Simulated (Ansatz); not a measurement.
[TcNF4]2- (TcNF₄²⁻) was relaxed with r2SCAN-D4 (def2-SVPD) in Ansatz in these states: charge -2 singlet, charge -2 triplet. The geometries follow in no particular order.

In the def2 sets Tc takes a core potential; there is no spin–orbit coupling. A multiply charged anion in the gas phase is held together partly by the finite basis.

A:

```xyz
6

Tc    0.097    0.129    0.040
N     1.039    1.389    0.425
F    -1.312    0.744   -1.274
F    -1.452    0.049    1.337
F     0.744   -1.503    1.042
F     0.884   -0.808   -1.569
```

B:

```
atom    x (Å)    y (Å)    z (Å)
 Tc1   0.2003  -0.0672   0.1696
  N2   1.4187  -0.4754   1.2006
  F3  -0.8662  -1.1208  -1.2704
  F4   1.3976   0.5122  -1.3471
  F5  -0.8463   1.6948  -0.1792
  F6  -1.3041  -0.5436   1.4265
```

Task: Judge from the bond lengths which geometry belongs to which state (an estimate).

Result: A is the charge -2 singlet (Tc1–F5 2.022 Å, Tc1–F3 2.022 Å, Tc1–N2 1.620 Å); B is the charge -2 triplet (Tc1–F5 2.079 Å, Tc1–F3 2.079 Å, Tc1–N2 1.647 Å).

At r2SCAN-D4/def2-SVPD the highest occupied level of the charge -2 singlet lies above zero (up to 5.93 eV). The electron is either unbound and held by the finite basis, or the level is raised by self-interaction error. At r2SCAN-D4/def2-SVPD the highest occupied level of the charge -2 triplet lies above zero (up to 5.11 eV). At PBE0-D4/def2-TZVPD a singlet lies 0.66 eV below the charge -2 triplet.
